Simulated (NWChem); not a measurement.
System: C2H4OSi; SMILES C#C[SiH2]O

Here is an NWChem input.

```
start job
memory heap 200 mb stack 900 mb global 1100 mb
geometry units angstroms noautoz
  Si    -0.511306     0.621194    -0.007337
  O      0.829504     1.629581    -0.075784
  C     -0.021854    -1.155794    -0.022767
  C      0.320503    -2.336566    -0.017503
  H     -1.312069     0.935158    -1.230075
  H     -1.331928     0.840784     1.235242
  H      1.493176     1.475942     0.619123
  H      0.617058    -3.377774    -0.017136
end
basis spherical
  * library def2-svp
end
dft
  xc scan
  iterations 150
  mulliken
end
task dft energy
```

Coordinates come from a PBE-D3(BJ)/def2-SVP optimisation.

Question: Give the results of this calculation. (SCAN/def2-SVP.) Quantities: energy (Ha); highest occupied level (eV); orbital gap (eV); dipole (D).

Answer: 
- energy (Ha) = -443.04
- highest occupied level (eV) = -7.18
- orbital gap (eV) = 6.02
- dipole (D) = 1.75
